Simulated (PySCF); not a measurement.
Gas-phase reaction: SnH₄ + H₂ + SnF₂ ⇌ 2 SnH₃F

Computed with PySCF and rigid-rotor harmonic-oscillator thermochemistry at 1 bar. † marks an energy on the PBE0/def2-TZVP geometry and frequencies. All species are closed-shell singlets. Sn: scalar-relativistic def2 core potential, no spin-orbit coupling. SnH₃F: computed as isolated molecules; such fragments, hydroxides, amides, oligomers or adducts are transient or little studied in the gas.

HF/def2-TZVP† gives ΔH°(298 K) = 26 kJ.

**Question.** What do BLYP/def2-TZVP†, ωB97X-V/def2-TZVP†, PBE0/def2-QZVP† give?

**Answer.** BLYP/def2-TZVP†: 94 kJ; ωB97X-V/def2-TZVP†: 39 kJ; PBE0/def2-QZVP†: 47 kJ. For scale, ΔH°(298 K) is 26 kJ at this level, 49 kJ at ωB97M-V/def2-TZVP†, and runs from 26 to 191 kJ over the 18 levels computed.
